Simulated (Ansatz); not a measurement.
The pair A = CHN (SMILES C#N) (first 3 atoms), B = H4OSi (SMILES O[SiH3]); geometry from B3LYP-D3(BJ)/def2-TZVP.
(charge 0, multiplicity 1):
```xyz
9

C     -1.24174     1.04103     0.17973
N     -1.98824     1.38178    -0.62158
H     -0.54110     0.72179     0.93159
O      0.74739     0.10193     2.37386
Si     0.30835    -0.82292     3.68772
H      1.66675     0.36897     2.29094
H      1.05210    -2.10339     3.70246
H     -1.13650    -1.06120     3.51609
H      0.57244    -0.09987     4.95280
```

Correlated levels freeze the cores. MP2 and its Hartree–Fock in aug-cc-pV(T+d)Z are density fitted.

Programs: Ansatz (Gaussian orbitals). Values without a source in brackets are computed.

The counterpoise-corrected interaction energy is E(AB) − E(A in the pair's basis) − E(B in the pair's basis). Total energies (hartree):

```json
[
 {"level": "HF/aug-cc-pV(D+d)Z", "AB": "-459.0702555", "A in the pair's basis": "-92.8881553", "B in the pair's basis": "-366.1763472"},
 {"level": "MP2/aug-cc-pV(D+d)Z", "AB": "-459.6824218", "A in the pair's basis": "-93.1817312", "B in the pair's basis": "-366.4942839"},
 {"level": "HF/aug-cc-pV(T+d)Z", "AB": "-459.1288769", "A in the pair's basis": "-92.9098511", "B in the pair's basis": "-366.2131009"},
 {"level": "MP2/aug-cc-pV(T+d)Z", "AB": "-459.8653961", "A in the pair's basis": "-93.2593081", "B in the pair's basis": "-366.5990320"},
 {"level": "CCSD(T)/aug-cc-pV(D+d)Z", "AB": "-459.7407694", "A in the pair's basis": "-93.2035946", "B in the pair's basis": "-366.5308533"}
]
```

### Question
Work out the counterpoise-corrected interaction energy at the basis-set limit: extrapolate the MP2 correlation part as X⁻³, take Hartree–Fock from the larger set, and add the CCSD(T) − MP2 difference of aug-cc-pV(D+d)Z.

### Answer

1. Differences (1 hartree = 627.509 kcal/mol): HF/aug-cc-pV(D+d)Z -3.610; MP2/aug-cc-pV(D+d)Z -4.020; HF/aug-cc-pV(T+d)Z -3.718; MP2/aug-cc-pV(T+d)Z -4.428; CCSD(T)/aug-cc-pV(D+d)Z -3.967.
2. Correlation parts, MP2 less HF: -0.410 in aug-cc-pV(D+d)Z (X = 2), -0.710 in aug-cc-pV(T+d)Z (X = 3).
3. Limit (3³·(-0.710) − 2³·(-0.410))/(3³ − 2³) = -0.836; with HF/aug-cc-pV(T+d)Z it gives -4.554.
4. CCSD(T) less MP2 in aug-cc-pV(D+d)Z: 0.053.
Result: -4.50 kcal/mol, against -4.02 at MP2/aug-cc-pV(D+d)Z. It is an estimate of this method's limit, not of the exact value.

Ansatz is an electronic-structure program.
